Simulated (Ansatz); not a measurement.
Job for Ansatz (a quantum-chemistry and plane-wave program): R-B3LYP-D3(BJ)/def2-TZVP on sulfur difluoride (SMILES FSF).

Ansatz 0.2 input:
```yaml
crystal:
  periodic: [false, false, false]
  atoms:
    - {symbol: F, position_ang: [-1.21686310, -0.37943763, 0.01217586]}
    - {symbol: S, position_ang: [-0.04341776, 0.70575988, -0.02954940]}
    - {symbol: F, position_ang: [1.23540431, -0.29089354, -0.03536620]}
basis:
  gaussian:
    orbitals: def2-TZVP
hamiltonian:
  xc: b3lyp
  dispersion: d3bj
relax: {f_tol: 0.003, max_steps: 120}
```

Q: Give the final energy of this run.

A: -597.9490 hartree.

Q: How many basis functions does it have, and what does it roughly cost on one machine?

A: 99 functions; around 10 core-seconds (rough).
